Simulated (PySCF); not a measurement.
C₂H₅O, SMILES [CH2]CO, multiplicity 2. Atoms are numbered in the order given.

```xyz
8

C      1.2418     0.2185     0.0393
C     -0.0384    -0.5133     0.1616
O     -1.1660     0.2587    -0.2524
H      1.4006     0.8771    -0.8044
H      2.0717     0.0069     0.6994
H     -0.0531    -1.3959    -0.4922
H     -0.1714    -0.8848     1.1866
H     -1.1406     1.0959     0.2248
```
Charge 0, spin multiplicity 2.

Geometry optimised at B3LYP-D3(BJ)/def2-TZVP. The isomer is the one that the SMILES or the coordinates give; other isomers of the formula were not compared. Other conformers were not sampled.

Computed with PBE0/pcH-1 (PySCF).

Unrestricted Kohn–Sham, ⟨S²⟩ = 0.754. Hyperfine tensors hold the contact and dipolar terms, without spin-orbit corrections.

Question: Estimate the hyperfine couplings. (An estimate is asked for; the answer gives what the named calculation found.)

Answer: 
```tsv
nucleus	A(iso) (MHz)	A(iso) (G)	dipolar principal values (MHz)
13C no. 1	95.9	34.2	-78.9, -78.3, 157.2
13C no. 2	-40.0	-14.3	-2.3, -0.7, 3.1
17O no. 3	-16.1	-5.8	-10.0, 4.2, 5.8
1H no. 4	-65.3	-23.3	-38.1, -0.4, 38.4
1H no. 5	-70.2	-25.0	-38.3, -0.4, 38.7
1H no. 6	132.6	47.3	-6.5, -1.5, 8.0
1H no. 7	42.7	15.3	-5.9, -4.2, 10.1
1H no. 8	-1.6	-0.6	-6.5, -2.0, 8.6
```

Question: And the g tensor (effective nuclear charges for spin-orbit coupling, GIAO)? (The exact figures need the calculation; the answer reports its results.)

Answer: principal values 2.0022, 2.0026, 2.0029; isotropic 2.0026.
